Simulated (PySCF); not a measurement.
1,1,1,3,3-pentafluoropropane, C₃H₃F₅.
Numbering: `[F:1][CH:2]([F:3])[CH2:4][C:5]([F:6])([F:7])[F:8]` (hydrogens: H9 on C2; H10, H11 on C4)

Structure used (PBE0-D3(BJ)/def2-SVP), in Å, numbered top down from 1:
```xyz
11
C3H3F5 angstrom
F      1.3493    1.0847    1.6716
C      1.0132    0.1236    0.7853
F      2.0305   -0.0120   -0.0881
C     -0.2471    0.5442    0.0643
C     -0.8446   -0.5364   -0.8009
F     -1.9745   -0.1137   -1.3705
F     -1.1388   -1.6224   -0.0731
F     -0.0169   -0.9196   -1.7710
H      0.8928   -0.8293    1.3294
H     -0.0241    1.4199   -0.5619
H     -1.0012    0.8339    0.8091
```

The closed-shell ground state was solved at several levels (PySCF, density fitting, gas phase, non-relativistic).

```tsv
level	basis functions	HOMO (eV)	LUMO (eV)	gap (eV)	dipole (D)
BP86/pcSseg-1	151	-8.41	0.74	9.15	1.35
PBE0/6-311+G(2d,p)	234	-10.23	0.35	10.58	1.49
OPBE/pcSseg-1	151	-8.22	0.89	9.11	1.32
PBE0/6-31G	78	-10.10	2.33	12.43	1.64
PBE/pcSseg-1	151	-8.27	0.68	8.95	1.33
PBE0/STO-3G	43	-5.37	8.20	13.57	0.79
PBE0/cc-pVDZ	127	-9.82	2.05	11.87	1.35
PBE0/def2-TZVP	266	-10.14	1.38	11.52	1.44
LC-wPBE/pcSseg-1	151	-12.95	3.77	16.72	1.48
PBE0/cc-pVTZ	282	-10.05	1.46	11.51	1.40
```

**Question.** What might KT2/pcSseg-1 (151 basis functions) give for the same quantities?

**Answer.** HOMO -8.47 eV, LUMO 0.63 eV, gap 9.10 eV, dipole 1.35 D.

**Question.** Over all these levels, which gives the widest orbital gap and which the narrowest?

**Answer.** LC-wPBE/pcSseg-1 (range-separated hybrid) has the widest, 16.72 eV, and PBE/pcSseg-1 (GGA) the narrowest, 8.95 eV. The two share the basis. From the narrowest to the widest the HOMO moves by -4.68 eV and the LUMO by +3.09 eV.

**Question.** How much does the basis alone move the frontier levels among the 6 PBE0 rows?

**Answer.** The HOMO by 4.86 eV and the LUMO by 7.85 eV. By rising basis size (HOMO, LUMO in eV): STO-3G -5.37, 8.20; 6-31G -10.10, 2.33; cc-pVDZ -9.82, 2.05; 6-311+G(2d,p) -10.23, 0.35; def2-TZVP -10.14, 1.38; cc-pVTZ -10.05, 1.46.

**Question.** How far do the dipole and the HOMO energy spread over the levels?

**Answer.** The dipole runs from 0.79 to 1.64 D (mean 1.36 D) and the HOMO from -12.95 to -5.37 eV.

One conformer stands for the species.
